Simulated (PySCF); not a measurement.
A structure optimised at PBE-D3(BJ)/def2-SVP, used in a PySCF frequency run:

```xyz
11

Si    -0.4309    -0.5164     0.0000
F      0.4202    -1.9341     0.0000
Si     0.1026     0.7002    -1.9450
Si     0.1026     0.7002     1.9450
H     -1.8996    -0.8600     0.0000
H     -0.2105    -0.0858    -3.1893
H     -0.7133     1.9672    -1.9446
H      1.5627     1.0640    -1.9445
H     -0.2105    -0.0858     3.1893
H     -0.7133     1.9672     1.9446
H      1.5627     1.0640     1.9445
```

Q: Write its SMILES, formula and point group.

A: F[SiH]([SiH3])[SiH3], FH₇Si₃, Cs

Q: What are its rotational constants (standard atomic weights)?

A: 3.7341, 1.8929, 1.3852 GHz
